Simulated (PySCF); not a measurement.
Structure with atom numbers: `[CH3:1][C:2](=[O:3])[C:4]#[C:5][Si@@H:6]([CH3:7])[PH2:8]`. Hydrogens are named by the atom that carries them.

- σ from GIAO-PBE0/pcSseg-1
- GFN2-xTB structure
- run in PySCF
- no relativistic terms, one conformer, no solvent, one averaged value for each set of equivalent atoms

Problem. List the cross peaks expected in HSQC, COSY and HMBC spectra.

Solution. 

HSQC (one-bond C–H):
```tsv
δH	δC
2.34 (H(C1))	36.6 (C1)
0.48 (H(C7))	-1.6 (C7)
```

COSY cross peaks (H two or three bonds apart, from the bond graph; peaks can be absent where the dihedral angle is near 90°):
```tsv
δH	δH
4.78 (H(Si6))	1.38 (H(P8))
4.78 (H(Si6))	0.48 (H(C7))
```

HMBC (two and three bonds, from the bond graph):
```tsv
δH	δC
4.78 (H(Si6))	111.5 (C4), 101.8 (C5), -1.6 (C7)
2.34 (H(C1))	187.2 (C2), 111.5 (C4)
1.38 (H(P8))	101.8 (C5), -1.6 (C7)
0.48 (H(C7))	101.8 (C5)
```

δ = σ(ref) − σ, references computed at the same level: 1H (σref 31.72) and 13C (σref 186.93) against TMS.

Shifts are as computed. Against solution values, carbons near 30 ppm lie about +3 ppm off and those near 130 ppm about +5 ppm. Of 1309 compounds with measured shifts, 239 miss one by over three times the rms of a fit or turn the order of signals round; such compounds aren't used in these exercises.
